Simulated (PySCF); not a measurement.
# Relaxation of triplet Te3

Level of theory: UPBE/[Te def2-TZVP with ECP28], scalar-relativistic core potentials, density fitting, no spin–orbit coupling, PySCF. A (50,194) grid was used.

A hand-made linear chain start, of D∞h symmetry, held to at least that symmetry:

```xyz
3
charge 0 multiplicity 3, angstrom
Te    0.0000    0.0000    0.0000
Te    0.0000    0.0000    2.5840
Te    0.0000    0.0000   -2.5840
```

Optimiser trace:
```
step  E − E(last) (kJ/mol)  largest gradient (Eh/bohr)
   0                 12.68                     0.02569
   1                  1.00                     0.00662
   2                  0.03                     0.00107
   3                  0.00                     0.00006
```

It ends at D∞h with Te–Te 2.690 Å (×2); Te–Te–Te 180.0°. No frequency check is given, so it may be a saddle point.

Final geometry:
Z-matrix (Å, degrees; charge 0 multiplicity 3):
```
Te
Te 1 2.6895
Te 1 2.6895 2 180.00
```

At this level a singlet minimum of D3h symmetry lies 141 kJ/mol below this structure. With an element this heavy the missing spin–orbit coupling can shift these numbers.

The relaxation took 110 s on 4 threads of a shared Arm Neoverse V1 host, with 150 basis functions and 4 gradients; the process peaked at 0.68 GiB. Launch command: `OMP_NUM_THREADS=4 python axn.py task.json out`.
